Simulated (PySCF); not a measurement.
**Dipole response of In²⁺ (indium, charge +2)**

[Kr] 4d9 5s2, 2D determinant (an excited configuration). Computed with PySCF 2.14 in aug-cc-pVQZ-DK3 (9s8p6d3f2g, 102 functions), with the spin-free X2C one-electron Hamiltonian (Gaussian nucleus). Coupled (time-dependent) response in atomic units; α is the mean over directions.

```csv
method,mean α (bohr³),"α xx, yy, zz",C₆ (like pair),S(−4)
UHF,19.25,"19.53, 19.53, 18.71",111.9,156.5
PBE,16.10,"16.31, 16.31, 15.69",90.62,102.8
```

S(−4) is the Cauchy moment in α(ω) = α(0) + S(−4) ω² + …

Spin-orbit coupling is absent.

α(iu) at PBE:

```tsv
u (hartree)	α(iu) (bohr³)
0	16.10
0.0500	15.85
0.100	15.15
0.200	12.95
0.300	10.59
0.500	7.102
0.750	4.763
1.00	3.510
1.50	2.227
2.00	1.568
3.00	0.8980
5.00	0.3963
```

A single London oscillator, α(iu) = α/(1 + u²/ω²), gives C₆ = (3/4) ω α². Matching the computed C₆ needs ω = 4 × 90.62 / (3 × 16.10²) = 0.466 hartree.

For an ion, C₆ is the dispersion term alone; charge-induced terms of lower order in 1/R come first.

The components differ because the open shell of this determinant is not spherical; for a pure term their mean is the scalar polarisability.
